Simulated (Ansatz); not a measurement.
In₅P₅H₁₈⁻, a cluster cut from wurtzite InP (hydrogen-capped). Charge -1, multiplicity 2. Geometry r2SCAN-D4/def2-SVP, that of the neutral singlet; atoms count from 1.

Cartesian coordinates in Å:
```
P 2.305 -1.846 -2.931
In 3.173 -1.404 -0.452
P 0.956 -0.597 0.674
In 1.188 -0.382 3.269
P -1.359 0.031 3.933
In 1.068 -0.308 -4.657
P -0.669 0.581 -2.854
In -0.107 1.414 -0.444
P -2.506 1.520 0.583
In -3.105 1.825 3.154
H 3.429 -2.344 -3.646
H 1.576 -3.067 -2.911
H 3.540 -2.977 0.157
H 4.207 -0.032 -0.589
H 0.006 -1.635 0.452
H 1.544 -1.946 3.905
H 1.972 1.118 3.591
H -2.026 -1.221 3.844
H -1.373 0.120 5.353
H 0.163 -1.298 -5.739
H 2.091 1.033 -4.994
H -1.658 -0.423 -2.667
H -1.513 1.559 -3.450
H 0.681 2.939 -0.439
H -3.147 0.337 0.123
H -3.255 2.447 -0.192
H -2.491 3.375 3.576
H -4.692 1.181 3.350
```

In the def2 sets In takes a core potential; there is no spin–orbit coupling. The highest occupied level of the charge -1 doublet lies above zero (up to 1.00 eV). By energy differences its removal costs 0.52 eV (vertical, to the charge 0 singlet, at PBE-D4/def2-SVP); self-interaction error and the lack of diffuse functions both raise the level.

(1) Estimate the Mulliken populations from the PBE/def2-SVP orbitals of Ansatz.

(2) Where does the spin sit?

(3) And the Mayer bond orders between bonded heavy atoms (over 0.3)?

## Answers

(1) 
| atom | charge (e) | spin (α − β) |
| --- | --- | --- |
| P1 | -0.10 | 0.00 |
| In2 | 0.10 | 0.11 |
| P3 | -0.24 | 0.01 |
| In4 | 0.10 | 0.11 |
| P5 | -0.10 | 0.00 |
| In6 | -0.03 | 0.27 |
| P7 | -0.06 | 0.00 |
| In8 | 0.11 | 0.24 |
| P9 | -0.06 | 0.00 |
| In10 | -0.03 | 0.27 |
| H11 | 0.02 | 0.00 |
| H12 | 0.01 | 0.01 |
| H13 | -0.09 | 0.00 |
| H14 | -0.09 | 0.00 |
| H15 | 0.02 | 0.00 |
| H16 | -0.09 | 0.00 |
| H17 | -0.09 | 0.00 |
| H18 | 0.01 | 0.01 |
| H19 | 0.02 | 0.00 |
| H20 | -0.09 | -0.01 |
| H21 | -0.09 | -0.01 |
| H22 | 0.01 | 0.00 |
| H23 | 0.01 | 0.01 |
| H24 | -0.09 | 0.03 |
| H25 | 0.01 | 0.00 |
| H26 | 0.01 | 0.01 |
| H27 | -0.09 | -0.01 |
| H28 | -0.09 | -0.01 |
Mulliken values and Mayer orders depend strongly on the basis.

(2) Summed by element: P 0.00, In 1.00, H 0.01, of 1 unpaired in all. Largest on single atoms: In10 0.27, In6 0.27, In8 0.24.

(3) P1–In2 0.61 (2.66 Å); P1–In6 0.70 (2.62 Å); In2–P3 0.74 (2.61 Å); P3–In4 0.74 (2.61 Å); P3–In8 0.78 (2.53 Å); In4–P5 0.61 (2.66 Å); P5–In10 0.70 (2.62 Å); In6–P7 0.63 (2.66 Å); P7–In8 0.59 (2.61 Å); In8–P9 0.59 (2.61 Å); P9–In10 0.63 (2.66 Å).
